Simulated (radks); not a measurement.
Problem. Radial electron density D(r) = 4 pi r^2 rho(r) of an atom or ion with 1 electrons. All-electron calculation, non-relativistic Kohn-Sham, TASK exchange with Perdew-Wang LDA correlation, spin-polarised, spherical densities, point nucleus; meta-GGA in the generalised Kohn-Sham scheme. Program: a radial shooting solver on a logarithmic mesh with Libxc functionals.

r (bohr),D(r) (e/bohr)
0.0586,0.01276
0.06822,0.01696
0.07942,0.02247
0.09246,0.02967
0.1076,0.03899
0.1253,0.05098
0.1447,0.06538
0.1685,0.08443
0.1961,0.1082
0.2283,0.1373
0.2658,0.1723
0.3094,0.2136
0.3602,0.2609
0.4194,0.3131
0.4882,0.3684
0.5684,0.4235
0.6617,0.4739
0.7703,0.5140
0.8896,0.5370
1.036,0.5402
1.206,0.5181
1.404,0.4702
1.634,0.4004
1.902,0.3168
2.215,0.2301
2.578,0.1514
3.001,0.08890
3.494,0.04575
4.068,0.02025
4.735,0.007537
5.513,0.002306

What is the nuclear charge?

Solution. Z = 1. The innermost maximum, from 1s, lies near 1/Z = 1 bohr (found: 0.979), and its height grows with Z. The density is that of neutral hydrogen in 1s1; the configuration itself is not fixed sharply by these data. D(r) has 1 maximum, at r = 0.979 bohr.
